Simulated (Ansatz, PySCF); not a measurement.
Spin gap between two states, R1 and P1; the higher of the two is an excited state, each structure at its B3LYP-D3(BJ)/def2-TZVP stationary point, reached from a drawn start (curvature not checked).
R1, H2Sn (SMILES [SnH2]) (charge 0, multiplicity 1):
```xyz
3

Sn     0.00000     0.00000    -0.83537
H      1.26518     0.00000     0.41763
H     -1.26518     0.00000     0.41763
```
P1, H2Sn (SMILES [SnH2]) (charge 0, multiplicity 3, Z-matrix in Å and degrees):
```
Sn
H 1 1.7274
H 1 1.7274 2 119.02
```

P less R. No zero-point or thermal terms; singlets are restricted closed shells; open shells are unrestricted; no spin–orbit coupling.

Cores are frozen in the correlated methods. In cc and def2 sets filled d and f shells under p-block atoms count as core. CBS: X⁻³ extrapolation of the correlation energy, Hartree–Fock from the larger set.

The values were computed with Ansatz (a first-principles code); PySCF for the D3/D4 terms. No computed number here is a measurement. Elements past Kr take the def2 small-core potentials, without spin–orbit coupling.

```csv
level,spin gap (kcal/mol)
HF/def2-TZVPP,13.25
BLYP-D4/def2-TZVPP,31.64
B97M-V/def2-TZVPP,31.35
wB97X-V/def2-TZVPP,30.14
B2PLYP-D3(BJ)/def2-TZVPP,28.12
B2PLYP-D4/def2-TZVPP,28.12
MP2/def2-QZVPP,23.62
SCS-MP2/def2-SVP,23.96
"CCSD(T)/CBS(def2-TZVPP, def2-QZVPP)",(withheld)
```

Problem. Complete the blanks.

Solution. 
- CCSD(T)/CBS(def2-TZVPP, def2-QZVPP), spin gap (kcal/mol): 25.84
